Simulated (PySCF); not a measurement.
In (indium, neutral) across methods

[Kr] 4d10 5s1 5p2, high-spin 4P determinant (an excited configuration). Computed with PySCF 2.14 in aug-cc-pV5Z-PP with ECP28MDF (8s8p6d4f3g2h, 139 functions), with scalar relativity through the core potential.

```
method  E (hartree)  mean ε 4d β (eV)  mean ε 5s α (eV)  mean ε 5p α (eV)  Σ⟨r²⟩ (bohr²)   ⟨S²⟩
r2SCAN    -190.0255           -19.869           -10.248            -3.961          58.07  3.754
   UHF   -189.10476           -28.465           -14.160            -6.752          59.27  3.754
   PBE    -189.9455           -19.454            -9.805            -3.721          59.16  3.752
  BP86    -190.0582           -19.568            -9.931            -3.810          58.83  3.752
revPBE    -190.0028           -19.402            -9.743            -3.699          59.12  3.752
   LDA    -189.6150           -19.589           -10.038            -3.792          58.93  3.752
  PBE0    -189.9546           -21.916           -11.046            -4.564          58.68  3.752
```

(1) Estimate the same row for r2SCANh.

Energies and moments cover only the electrons outside the core potential.

Results:

(1) E (hartree) = -190.0147; mean ε 4d β (eV) = -20.809; mean ε 5s α (eV) = -10.705; mean ε 5p α (eV) = -4.269; Σ⟨r²⟩ (bohr²) = 58.04; ⟨S²⟩ = 3.754.
